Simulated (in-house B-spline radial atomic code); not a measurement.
Configurations of Tl, with energies counted from [Xe] 4f14 5d10 6s2 (6p1/2)1. All numbers are computed (Dirac-Hartree-Fock, average of each configuration as written; Fermi nucleus of rms radius 5.4759 fm) with an all-electron radial atomic-structure program (B-spline basis), not measured. Energies include first-order Breit, QED and recoil terms.

Occupations are held fixed; configurations that lie above the ionisation limit could autoionise.

```tsv
configuration	E - E(ref) (eV)	highest orbital	its <r> (bohr)
[Xe] 4f14 5d10 6s2 (7f5/2)1	5.2223	7f5/2	47.94
[Xe] 4f14 5d10 6s2 (8f7/2)1	5.3227	8f7/2	67.42
[Xe] 4f14 5d10 6s1 (6p3/2)1 (6d5/2)1	11.034	6d5/2	9.851
[Kr] 4d10 4f14 5s2 (5p1/2)2 (5p3/2)3 5d10 6s2 (6p1/2)1 (7d3/2)1	81.859	7d3/2	20.13
```

(1) Order these further configurations by energy, lowest first.
A. [Xe] 4f14 5d10 6s1 (6p3/2)1 (8p1/2)1
B. [Xe] 4f14 5d10 6s2 (6p3/2)1
C. [Xe] (4f5/2)5 (4f7/2)8 5d10 6s2 (6p3/2)1 (7d5/2)1
D. [Xe] 4f14 5d10 6s2 (6g9/2)1

Answers

(1) B (0.94169 eV), D (5.2227 eV), A (11.652 eV), C (128.52 eV).
